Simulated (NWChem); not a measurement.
System: CH₄BBrO; SMILES CB(O)Br

NWChem input:

```
start job
memory heap 200 mb stack 900 mb global 1100 mb
geometry units angstroms noautoz
  B      0.083443    -0.969968     0.000000
  Br     0.031672     1.010005     0.000000
  C     -1.249728    -1.786273     0.000000
  H     -1.859888    -1.537603     0.877153
  H     -1.059543    -2.864555     0.000000
  H     -1.859888    -1.537603    -0.877153
  O      1.290173    -1.570306     0.000000
  H      2.032074    -0.945280     0.000000
end
basis spherical
  B library 6-31g*
  Br library 6-31g*
  C library 6-31g*
  H library 6-31g*
  O library 6-31g*
end
dft
  xc scan
  iterations 150
  mulliken
end
task dft energy
```

All runs use the structure optimised with B3LYP/6-31G* (spherical d).

Q: What results follow from this input? (SCAN/6-31G* (spherical d).) Quantities: energy (Ha); highest occupied level (eV); orbital gap (eV); dipole (D).

A: The energy (Ha) is -2714.68 and the highest occupied level (eV) comes out as -7.18. The orbital gap (eV) comes out as 6.61. The dipole (D) comes out as 1.06.
